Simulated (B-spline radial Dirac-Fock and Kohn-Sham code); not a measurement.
**Elastic and transport cross sections of gold for electrons**

Level of theory: relativistic (Dirac) partial waves in the static field of the Dirac-Fock atom with Furness-McCarthy exchange, without polarisation or absorption potentials; a radial finite-basis atomic code. σ_tr1 and σ_tr2 weight the cross section with 1 − P₁ and 1 − P₂ of cos θ; "backward" is the share scattered beyond 90°.

```
energy (eV)  σ (a₀²)  σ_tr1 (a₀²)  σ_tr2 (a₀²)  σ/σ_tr1  backward (%)
      12300     2.58        0.121        0.198     21.4           1.4
      17400     2.12       0.0728        0.129     29.1          0.92
      18300     2.06       0.0676        0.121     30.5          0.87
      20000     1.96       0.0593        0.107     33.0          0.78
      21800     1.86       0.0522       0.0959     35.7          0.70
      24600     1.73       0.0435       0.0817     39.8          0.61
      30000     1.54       0.0323       0.0626     47.7          0.48
      35000     1.40       0.0256       0.0507     54.9          0.40
      39500     1.31       0.0213       0.0429     61.3          0.34
      45400     1.20       0.0172       0.0353     69.6          0.29
      50000     1.13       0.0149       0.0308     76.1          0.25
      51300     1.11       0.0143       0.0297     77.9          0.25
      59300     1.02       0.0115       0.0242     89.0          0.21
      72800    0.902      0.00838       0.0181      108          0.16
      74300    0.891      0.00812       0.0176      110          0.15
      93200    0.779      0.00574       0.0127      136          0.12
     100000    0.748      0.00515       0.0115      145          0.11
     148000        ?            ?            ?        ?             ?
     200000    0.514      0.00179      0.00422      287         0.041
     300000    0.428     0.000973      0.00236      440         0.023
```

Q: Fill in the row for 148 keV.

A: σ = 0.600 a₀², σ_tr1 = 0.00283 a₀², σ_tr2 = 0.00652 a₀², σ/σ_tr1 = 212, backward 0.062 %. The ratio σ/σ_tr1 is roughly the number of elastic collisions that randomise the direction.

Values without a named source are computed, but for edge energies of neutral atoms, which are taken from tables.
